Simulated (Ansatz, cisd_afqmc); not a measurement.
Species: CH3Li, charge 0, singlet. CH3Li (SMILES [Li][CH3]).
B3LYP-D3(BJ)/def2-TZVP minimum from Ansatz (a first-principles code):
```xyz
5

Li    -1.1054    -0.6446    -0.9312
C      0.2701     0.1575     0.2275
H      0.8519    -0.5947     0.7758
H     -0.1547     0.8270     0.9867
H      0.9987     0.7566    -0.3338
```
Charge 0, spin multiplicity 1.

Total energies in def2-SVP, 8 correlated electrons, 2 frozen orbitals. Radicals and triplets start from unrestricted determinants; spin-orbit coupling is neglected. Correlated methods leave the cores frozen. No relativity. AFQMC/CISD: phaseless, guided by CISD from CCSD amplitudes; bars are statistical, one sigma. Outlying blocks are dropped, and bars are widened where a walk drifts. Over all cases where full CI ran beside it in this data, AFQMC minus full CI had a median of +0.1 mEh and passed +0.4 mEh in a tenth of the cases.

```csv
method,program,energy (Eh),minus CCSDTQ (mEh)
HF,Ansatz,-46.98568,187.85
MP2,Ansatz,-47.14919,24.34
CCSD,Ansatz,-47.16837,5.15
CCSD(T),Ansatz,-47.17290,0.63
CCSDT(Q),Ansatz,-47.17354,-0.01
CCSDTQ,Ansatz,-47.17353,0.00
AFQMC/CISD,cisd_afqmc,-47.1735 ± 0.0002,0.0 ± 0.2
```

Rough core times of Ansatz's runs on a shared machine: CCSD(T) under 20 s, CCSDT(Q) under 20 s, CCSDTQ 2 min.
